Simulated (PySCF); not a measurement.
Atomic charges by several schemes

Compound: C7H14OSi.
Structure used (GFN2-xTB), in Å, numbered top down from 1:
```
atom  x, y, z in Å
C1    -0.1831    2.3639    0.0077
C2    -0.1969    1.0436    0.0681
C3    -0.8761    0.2598    1.1487
C4    -1.8992   -0.6966    0.5304
C5    -1.2161   -1.6084   -0.4829
C6    -0.5475   -0.7837   -1.5782
C7     0.4755    0.1839   -0.9719
O8     1.5211   -0.5664   -0.4062
Si9    2.8770   -0.0588    0.3084
H10   -0.6708    2.9702    0.7528
H11    0.3153    2.8928   -0.7877
H12   -1.3576    0.9317    1.8612
H13   -0.1225   -0.3278    1.6803
H14   -2.3679   -1.2926    1.3159
H15   -2.6805   -0.1158    0.0341
H16   -1.9449   -2.2888   -0.9279
H17   -0.4541   -2.2061    0.0205
H18   -0.0369   -1.4394   -2.2856
H19   -1.2953   -0.2008   -2.1202
H20    0.8914    0.8230   -1.7647
H21    3.7186    0.7025   -0.6205
H22    2.6104    0.7945    1.4715
H23    3.4353   -1.3536    0.6669
```

Density: PBE0/pcSseg-1 (PySCF); schemes: Mulliken, IAO, Hirshfeld and ESP-fitted. Geometry: GFN2-xTB, one conformer, isolated molecule.

Task: What partial charge does each atom carry?

Result: In e:

| atom | environment | Mulliken | IAO | Hirshfeld | ESP-fitted |
| --- | --- | --- | --- | --- | --- |
| C1 | terminal =CH2 carbon | -0.032 | -0.334 | -0.108 | -0.587 |
| C2 | fully substituted alkene carbon | -0.448 | +0.004 | +0.007 | +0.180 |
| C3 | allylic carbon | -0.064 | -0.262 | -0.071 | -0.161 |
| C4 | ring CH2 carbon | -0.210 | -0.252 | -0.067 | -0.018 |
| C5 | ring CH2 carbon | -0.236 | -0.258 | -0.071 | +0.021 |
| C6 | ring CH2 carbon | -0.139 | -0.261 | -0.075 | -0.214 |
| C7 | sp3 carbon bound to oxygen | +0.155 | +0.090 | +0.051 | +0.117 |
| O8 | silyl ether oxygen | -0.626 | -0.649 | -0.210 | -0.392 |
| Si9 | oxygen-bound silicon | +0.706 | +0.867 | +0.370 | +0.608 |
| H10 | vinylic hydrogen | +0.102 | +0.146 | +0.044 | +0.210 |
| H11 | vinylic hydrogen | +0.101 | +0.143 | +0.042 | +0.194 |
| H12 | methylene hydrogen | +0.111 | +0.137 | +0.042 | +0.064 |
| H13 | methylene hydrogen | +0.136 | +0.141 | +0.038 | +0.082 |
| H14 | methylene hydrogen | +0.120 | +0.135 | +0.040 | +0.014 |
| H15 | methylene hydrogen | +0.112 | +0.128 | +0.033 | +0.031 |
| H16 | methylene hydrogen | +0.120 | +0.135 | +0.039 | +0.013 |
| H17 | methylene hydrogen | +0.128 | +0.138 | +0.034 | +0.028 |
| H18 | methylene hydrogen | +0.124 | +0.142 | +0.040 | +0.080 |
| H19 | methylene hydrogen | +0.115 | +0.134 | +0.038 | +0.074 |
| H20 | methine hydrogen | +0.086 | +0.119 | +0.035 | +0.062 |
| H21 | Si–H hydrogen | -0.128 | -0.157 | -0.086 | -0.136 |
| H22 | Si–H hydrogen | -0.114 | -0.154 | -0.087 | -0.142 |
| H23 | Si–H hydrogen | -0.118 | -0.132 | -0.079 | -0.129 |

Mean size of the charges over all atoms: IAO 0.214 e, Mulliken 0.184 e, ESP-fitted 0.155 e, Hirshfeld 0.074 e. Each set sums to the total charge, 0, to within 0.001 e. The IAO scheme projects the occupied orbitals on a minimal set of polarised atomic orbitals and counts the electrons in each atom's part of it. The Hirshfeld scheme divides the density at each point in proportion to the densities of the neutral, spherically averaged free atoms.

Lowest charge. The schemes don't all agree: Mulliken O8 (-0.626); IAO O8 (-0.649); Hirshfeld O8 (-0.210); ESP-fitted C1 (-0.587).

Highest charge. All schemes agree: Mulliken Si9 (+0.706); IAO Si9 (+0.867); Hirshfeld Si9 (+0.370); ESP-fitted Si9 (+0.608).

Task: How closely do the schemes follow one another over all atoms?

Result: Correlation coefficient and root-mean-square difference: IAO with Hirshfeld 0.98, 0.181 e; Mulliken with IAO 0.89, 0.131 e; Hirshfeld with ESP-fitted 0.88, 0.141 e; Mulliken with Hirshfeld 0.87, 0.165 e; IAO with ESP-fitted 0.87, 0.140 e; Mulliken with ESP-fitted 0.63, 0.204 e.

Task: Sum the charges by element, for elements with more than one atom.

Result: 
```csv
element,atoms,Mulliken,IAO,Hirshfeld,ESP-fitted
C,7,-0.974,-1.274,-0.335,-0.662
H,14,+0.894,+1.056,+0.176,+0.446
```

Task: How many electrons does the Mulliken scheme count on O8?

Result: Z − q = 8 − (-0.626) = 8.626.

These values come from a run that also computed NMR shieldings. Hardware: one thread of an Arm Neoverse N1, on a shared host. Cost: 1.8 min (grids of density and orbitals included).
